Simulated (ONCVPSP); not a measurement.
**W (Z = 74): excitation energies, all-electron against ONCV**

| Item | Value |
| --- | --- |
| Element | W (Z = 74) |
| Generator | ONCVPSP 4.0.1 |
| Type | optimised norm-conserving Vanderbilt (ONCV) |
| Functional | LDA (Perdew-Wang 92) |
| Relativity | scalar-relativistic |
| Frozen core | [Xe] 4f14 |
| Valence charge | 6 |
| Reference configuration | 5d4 6s2 |
| Partial waves | 6s: rc 2.90 bohr, ncon 4, nbas 8, qcut 2.7 1/bohr, 3 projectors, debl 0.8 Ha; p scattering state at 0.29 Ha: rc 2.75 bohr, ncon 4, nbas 8, qcut 2.6 1/bohr, 1 projector; 5d: rc 2.20 bohr, ncon 4, nbas 8, qcut 5.5 1/bohr, 2 projectors, debl 0.8 Ha |
| Local potential | polynomial inside 2.15 bohr (lpopt 4, dvloc0 0 Ha) |
| Core correction | none |

In the p channel the program set the typed energies aside and used 0.050 Ha.

Energies are relative to the spin-unpolarised reference configuration 5d4 6s2; without spin polarisation the order of configurations can differ from experiment. Not all tests gave a result: 1 of 4 tests not solved or not reliable.

```json
{"valence configuration": "5d4 6s1", "charge": "+1", "ΔE all-electron (eV)": "9.125", "error AE − PS (meV)": "+3.4"}
{"valence configuration": "5d4 6s0", "charge": "+2", "ΔE all-electron (eV)": "25.144", "error AE − PS (meV)": "+38"}
{"valence configuration": "5d3 6s0", "charge": "+3", "ΔE all-electron (eV)": "50.849", "error AE − PS (meV)": "+111"}
```

Note: no bound ghost flagged; GHOST(+) flagged for s at 58.4 eV.
